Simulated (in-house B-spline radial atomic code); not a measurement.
**RPA and G0W0 on PBE: Sr**

Configuration [Kr] 5s2, mean-field start PBE. Computed with a B-spline radial code for spherical atoms: all electrons, non-relativistic, point nucleus, each spin shell either full or empty, empty states to l = 9 with an (l + 1/2)⁻⁴ tail; G0W0 by contour deformation at full frequency.

Without relativity these are model numbers: it shifts the levels of so heavy an element strongly and can reorder them.

Command:
```bash
python run_gw.py task.json out
```
Settings (radii: box in bohr, nucleus in fm):
```
Z                        38
electrons                38
configuration            [Kr] 5s2
hamiltonian              nr
method                   pbe,pbe
lmax                     9
spin_polarised           False
box_radius               40
intervals                56
ion_configuration        [Kr] 5s1
```

Run time, properties included: 3.6 s on 1 thread of Intel(R) Xeon(R) 6975P-C, on a shared host.

Energies (hartree):

| term | value |
| --- | --- |
| mean-field total | -3132.94865 |
| Hartree-Fock functional on these orbitals | -3131.52021 |
| direct second order | -3.2111 |
| second-order exchange | 0.9285 |
| SOSEX correction | 0.83815 |

Question: What is the RPA correlation energy, and what remains with SOSEX?

Answer: RPA gives -2.7506 hartree (-1.97 eV per electron); RPA + SOSEX gives -1.9125, and the second-order doubles -2.2826 hartree (no singles). RPA lacks exchange-type terms and so overcorrelates at short range.

Quasi-particle levels (eV):

| level | occupied | mean field | Σx - vxc | Σc | QP weight | G0W0 |
| --- | --- | --- | --- | --- | --- | --- |
| 5s | yes | -3.479 | -1.22 | ? | ? | ? |

G0W0 = mean field + (Σx - vxc) + Σc, with Σc (partial-wave tail included) taken at the quasi-particle energy. Only the outer levels were computed. Levels of low weight are left out.

Question: Where does G0W0 put 5s?

Answer: At -5.661 eV, with Σc = -0.96 eV and a quasi-particle weight of 0.739. The tabulated removal energy is 5.695 eV (NIST, measured); the calculation leaves out relativity, Breit and QED terms, and what these don't explain is the method's own error.

Question: What does it cost to remove one electron (to [Kr] 5s1) by differences of total energies, each species on its own start (correlation terms add to the Hartree-Fock functional)?

Answer: PBE 5.618 eV, Hartree-Fock functional 4.653 eV, + RPA 6.051 eV, + RPA + SOSEX 5.737 eV, + second order 6.653 eV. Tabulated: 5.695 eV (NIST, measured); the calculation leaves out relativity, Breit and QED terms, and what these don't explain is the method's own error.
